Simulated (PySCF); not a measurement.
One entry of a table of gas-phase calculations, keyed by method.

```json
{
 "formula": "C2H13OPSi3",
 "smiles": "CC[SiH2]P[SiH2]O[SiH3]",
 "inchi": "InChI=1S/C2H13OPSi3/c1-2-6-4-7-3-5/h4H,2,6-7H2,1,5H3",
 "charge": 0,
 "multiplicity": 1,
 "geometry_level": "PBE0-D3(BJ)/def2-SVP",
 "atoms_angstrom": [
  ["C", -3.542, -0.984, -1.106],
  ["C", -2.109, -0.472, -1.224],
  ["Si", -1.551, 0.605, 0.217],
  ["P", 0.552, 1.328, -0.231],
  ["Si", 1.503, -0.382, 0.893],
  ["O", 3.141, -0.416, 0.641],
  ["Si", 4.31, -0.077, -0.49],
  ["H", -3.817, -1.616, -1.966],
  ["H", -4.266, -0.155, -1.065],
  ["H", -3.685, -1.589, -0.197],
  ["H", -1.4, -1.315, -1.299],
  ["H", -1.974, 0.117, -2.147],
  ["H", -2.425, 1.809, 0.371],
  ["H", -1.615, -0.178, 1.496],
  ["H", 0.629, 2.252, 0.856],
  ["H", 0.879, -1.634, 0.361],
  ["H", 1.274, -0.299, 2.363],
  ["H", 4.214, 1.347, -0.927],
  ["H", 5.639, -0.321, 0.137],
  ["H", 4.152, -0.963, -1.683]
 ],
 "electronic_structure_code": "PySCF",
 "results": {
  "PBE0-D3(BJ)/def2-SVP geometry optimisation, gas phase": {
   "point_group": "C1",
   "rotational_constants_GHz": [2.645, 0.435, 0.425]
  },
  "PBE0/def2-SVPD ground state and vertical TDDFT (core frozen in the response)": {
   "dipole_D": 1.07,
   "homo_eV": -7.37,
   "lumo_eV": -0.32,
   "S1_eV": 5.92,
   "strongest_line_of_6_singlets_eV": 6.65,
   "polarisability_au": 139.4,
   "r2_bohr2_about_centre_of_nuclear_charge": 2766.6,
   "singlets_eV_and_f": [
    [5.92, 0.021],
    [6.14, 0.022],
    [6.57, 0.024],
    [6.65, 0.068],
    [6.74, 0.05],
    [6.87, 0.011]
   ]
  }
 }
}
```

The principal polarisabilities are 120.5, 125.4 and 172.3 au; their mean is the isotropic value. The polarisability is 20.65 Å³ as a volume (1 au = 0.148185 Å³), or 1.55 au for each of the 90 electrons. S1 lies 1.13 eV below the HOMO–LUMO gap; its leading configuration is HOMO→LUMO, weight 0.74.

For the TDDFT job (PBE0/def2-SVPD), the run took about 2 min of CPU time (one thread, shared machine).

Shape of the structure used: `[CH3:1][CH2:2][SiH2:3][PH:4][SiH2:5][O:6][SiH3:7]`: C1–C2–Si3–P4 -177°, C2–Si3–P4–Si5 -93°, Si3–P4–Si5–O6 171°, P4–Si5–O6–Si7 -32°.

One conformer stands for the species.
